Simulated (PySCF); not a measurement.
# Polarisability and C₆ of Re⁺ (rhenium, charge +1)

[Xe] 4f14 5d6, high-spin 5D determinant (an excited configuration). Calculation: PySCF 2.14, in ANO-RCC-VTZP; the spin-free X2C one-electron Hamiltonian (Gaussian nucleus). Coupled (time-dependent) response in atomic units; α is the mean over directions. The basis has no added diffuse functions, which lowers α and C₆.

| method | mean α (bohr³) | α xx, yy, zz | C₆ (like pair) | S(−4) |
| --- | --- | --- | --- | --- |
| UHF | 18.84 | 17.78, 17.78, 20.98 | 118.6 | 232.2 |

S(−4) is the Cauchy moment in α(ω) = α(0) + S(−4) ω² + …

Spin-orbit coupling is absent.

α(iu) at UHF:

| u (hartree) | α(iu) (bohr³) |
| --- | --- |
| 0 | 18.84 |
| 0.0500 | 18.29 |
| 0.100 | 16.87 |
| 0.200 | 13.36 |
| 0.300 | 10.59 |
| 0.500 | 7.550 |
| 0.750 | 5.787 |
| 1.00 | 4.752 |
| 1.50 | 3.416 |
| 2.00 | 2.552 |
| 3.00 | 1.557 |
| 5.00 | 0.7596 |

For an ion, C₆ is the dispersion term alone; charge-induced terms of lower order in 1/R come first.

The components differ because the open shell of this determinant is not spherical; for a pure term their mean is the scalar polarisability.

Spin-orbit coupling, absent here, splits the open shell strongly.
